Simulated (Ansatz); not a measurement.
# A basis-limit estimate, worked out

The pair of H2 (SMILES [H][H], atoms 1–2) and OCS (SMILES O=C=S, atoms 3–5), both closed shells, in one local arrangement (a lower one may exist), relaxed at PBE0-D4/def2-TZVP:

```
5
angstrom
H 0.4395 0.2094 -1.9018
H -0.1650 -0.2222 -1.9767
O -1.1092 -0.7288 1.0031
C -0.1983 -0.0726 1.2624
S 1.0330 0.8143 1.6130
```

Both fragments are computed in the basis of the whole pair.

Program: Ansatz 0.2.0. Basis: def2-TZVPPD and def2-QZVPPD. Cores are frozen in the correlated methods.

Energies in eV:

| quantity | pair | first fragment | second fragment |
| --- | --- | --- | --- |
| Hartree–Fock, triple zeta (X = 3) | -13917.90486 | -30.82947 | -13887.08312 |
| Hartree–Fock, quadruple zeta (X = 4) | -13918.33170 | -30.84368 | -13887.49551 |
| MP2 correlation, X = 3 | -15.74862 | -0.86507 | -14.85779 |
| MP2 correlation, X = 4 | -16.87483 | -0.90134 | -15.94564 |
| CCSD(T) correlation, X = 3 | -16.90088 | -1.07572 | -15.80019 |

Work out the interaction energy at the basis limit: extrapolate Hartree–Fock as E(X) = E∞ + A exp(−7.88 √X) and the MP2 correlation as E(X) = E∞ + B X^−2.97 (the exponents that Neese and Valeev fitted for def2-TZVPP and QZVPP, reused here for the diffuse sets), then add CCSD(T) − MP2 in triple zeta.

Each step is linear, so take the differences first (pair − first fragment − second fragment): Hartree–Fock 0.00773 (X = 3) and 0.00749 (X = 4); MP2 correlation -0.02576 and -0.02785; CCSD(T) correlation -0.02497.
Two points give E∞ = E(4) + w [E(4) − E(3)], with w = 1/(exp(7.88 (2 − √3)) − 1) = 0.1377 for Hartree–Fock and w = 1/((4/3)^2.97 − 1) = 0.7407 for the correlation.
Hartree–Fock: 0.00749 + 0.1377 × (-0.00024) = 0.0075 eV.
MP2 correlation: -0.02785 + 0.7407 × (-0.00209) = -0.0294 eV.
CCSD(T) − MP2: -0.02497 − (-0.02576) = 0.0008 eV.
Sum: 0.0075 + (-0.0294) + 0.0008 = -0.0211 eV, or -0.49 kcal/mol. Plain CCSD(T) in triple zeta gives -0.0172 eV, so the larger basis shifts the result by -0.0039 eV.

The T1 diagnostic stays at or below 0.020.

For scale, one of the runs: CCSD(T)/def2-TZVPPD, 162 basis functions, launched by `ansatz run in.yaml --threads 2 --pin off --events-out ev --progress --plain --max-ram 5222MiB`. The run took 14 s on 2 CPU threads of an Arm Neoverse V2 (shared host), with 1.2 GiB of host memory at its peak.
